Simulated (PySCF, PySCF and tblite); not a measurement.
A run on one conformer of diglyme, C₆H₁₄O₃, numbered as in [CH3:1][O:2][CH2:3][CH2:4][O:5][CH2:6][CH2:7][O:8][CH3:9], from an ensemble study. The sound level was B3LYP/6-31G* on GFN2-xTB geometries.

Input:

```
{"job": {"xc": "B3LYP", "basis": "6-31G*", "scf": {"max_cycle": 2}, "kind": "nmr", "pop": false}, "charge": 0, "multiplicity": 1}
C     -2.322322     0.187198     2.310964
O     -2.700010    -1.038149     1.726203
C     -2.618746    -1.053148     0.325515
C     -1.181909    -1.091643    -0.212948
O     -0.677000     0.226643    -0.289144
C      0.540250     0.361941    -0.980035
C      1.756663    -0.115132    -0.163739
O      2.965812    -0.057322    -0.878669
C      3.473170     1.239119    -1.084653
H     -2.966204     1.001853     1.958725
H     -2.444627     0.062767     3.385225
H     -1.283827     0.440733     2.082300
H     -3.128186    -0.178135    -0.102377
H     -3.137466    -1.964216     0.018142
H     -0.572449    -1.715838     0.453847
H     -1.180385    -1.543917    -1.215489
H      0.627303     1.431461    -1.189769
H      0.511544    -0.187571    -1.932628
H      1.821925     0.474504     0.763097
H      1.635429    -1.169539     0.096905
H      4.479886     1.110070    -1.478097
H      2.876485     1.805812    -1.807267
H      3.519913     1.799493    -0.143473
```

Command: OMP_NUM_THREADS=1 python ens_run.py task.json out

Output:

```
final grid: 176080 points
cycle   1  E = -462.5053377070  dE =  9.915e-01  |g| = 9.256e-01  |ddm| = 4.158e+00
cycle   2  E = -462.2862405349  dE =  2.191e-01  |g| = 1.428e+00  |ddm| = 2.348e+00
SCF not converged, last energy = -462.2862405349
```

Problem. What is wrong with this calculation?

Solution. The setting at fault: too few SCF cycles. No converged result was reached.
